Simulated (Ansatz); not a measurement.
A set of 12 reactions (group exchange), with CCSD(T)/CBS values in kJ/mol:

```json
{"reaction": "`[NH2][Ti]([OH])([Cl])[Cl]` + CH₄ → `[CH3][Ti]([OH])([Cl])[Cl]` + NH₃", "ΔE": "100.3"}
{"reaction": "`CNBOCF` + `C=CC(C)C` → `C=CC(C)CC` + `NBOCF`", "ΔE": "-40.3"}
{"reaction": "`OB(O)O[SiH3]` + `O=Cc1cccs1` → `OB(O)c1cccs1` + `O=CO[SiH3]`", "ΔE": "80.4"}
{"reaction": "`CNBB(O)S` + `OF` → `OB(O)S` + `CNBF`", "ΔE": "-688.2"}
{"reaction": "`CCB(C)[SiH3]` + `[OH][InH][Cl]` → `C[CH2][In]([OH])[Cl]` + `CB[SiH3]`", "ΔE": "21.9"}
{"reaction": "`[CH3][GaH][CH]=O` + `SBCl` → `O=CB(S)Cl` + `[CH3][GaH2]`", "ΔE": "-7.8"}
{"reaction": "`[OH][GaH2]` + `F/C=C(/F)I` → `F/C=[C](/F)[GaH2]` + `OI`", "ΔE": "156.2"}
{"reaction": "`C#CC#C` + `[OH][GeH3]` → `C#[C][GeH2][OH]` + `C#C`", "ΔE": "-19.3"}
{"reaction": "`C=C[SiH](O)Cl` + `CBOC` → `CB[SiH](O)Cl` + `C=COC`", "ΔE": "225.5"}
{"reaction": "`CO[SiH](F)[O][GeH3]` + `[AlH2][NH][SiH3]` → `[AlH2][NH][SiH2][GeH3]` + `CO[SiH](O)F`", "ΔE": "24.6"}
{"reaction": "`CB(F)O[SiH3]` + `BC` → `CBB(C)F` + `O[SiH3]`", "ΔE": "173.6"}
{"reaction": "`FCOCCCl` + `CC` → `CCCOCF` + `CCl`", "ΔE": "4.2"}
```

Isolated molecules relaxed with PBE0-D4/def2-TZVP in Ansatz; ΔE leaves out vibrations. CCSD(T)/CBS is the MP2 limit (def2-TZVPP, def2-QZVPP) plus CCSD(T) − MP2 in def2-TZVPP, frozen cores. This one scheme is used for every species. Double bonds are as drawn, so ΔE can hold a change between cis and trans. DFT in def2-TZVPP. B3LYP here is the variant with VWN-RPA as its local correlation; programs differ in this. def2 core potentials past Kr. For Ga, Ge, I, In, Ti outer-core shells are correlated without core-valence functions, which leaves a few kJ/mol of doubt a bond. Scalar relativity is left out up to krypton. One conformer a species, not always the lowest.

Give the mean, mean absolute and largest difference (level minus CCSD(T)/CBS, kJ/mol) for: r2SCAN-D4, PBE0-D4, B3LYP-D4, ωB97M-V, B2PLYP, PBE, PBE0, B3LYP, HF/def2-TZVPP, CCSD/def2-TZVPP, CCSD(T)/def2-TZVPP, MP2/def2-QZVPP, HF/CBS(def2), CCSD/CBS(def2). (Best estimate.)

Ansatz gave: 
```json
{"level": "r2SCAN-D4", "mean": "3.5", "mean absolute": "7.1", "largest": "26.5"}
{"level": "PBE0-D4", "mean": "1.0", "mean absolute": "8.4", "largest": "23.1"}
{"level": "B3LYP-D4", "mean": "3.7", "mean absolute": "6.3", "largest": "22.5"}
{"level": "ωB97M-V", "mean": "1.0", "mean absolute": "2.9", "largest": "9.9"}
{"level": "B2PLYP", "mean": "3.2", "mean absolute": "3.8", "largest": "14.5"}
{"level": "PBE", "mean": "2.1", "mean absolute": "13.9", "largest": "44.1"}
{"level": "PBE0", "mean": "0.8", "mean absolute": "7.8", "largest": "24.4"}
{"level": "B3LYP", "mean": "3.3", "mean absolute": "5.7", "largest": "24.6"}
{"level": "HF/def2-TZVPP", "mean": "1.3", "mean absolute": "11.9", "largest": "-58.5"}
{"level": "CCSD/def2-TZVPP", "mean": "0.7", "mean absolute": "3.0", "largest": "7.4"}
{"level": "CCSD(T)/def2-TZVPP", "mean": "1.8", "mean absolute": "2.6", "largest": "5.8"}
{"level": "MP2/def2-QZVPP", "mean": "0.7", "mean absolute": "6.7", "largest": "-27.7"}
{"level": "HF/CBS(def2)", "mean": "1.3", "mean absolute": "12.3", "largest": "-61.6"}
{"level": "CCSD/CBS(def2)", "mean": "-1.1", "mean absolute": "2.6", "largest": "-11.9"}
```

The largest T1 diagnostic in the set is 0.024, for `[NH2][Ti]([OH])([Cl])[Cl]` (customary mark 0.02).

CCSD(T)/CBS is a level of theory with its own doubt, and the functionals carry their triple-zeta basis error, so these figures describe this set and don't rank the functionals.
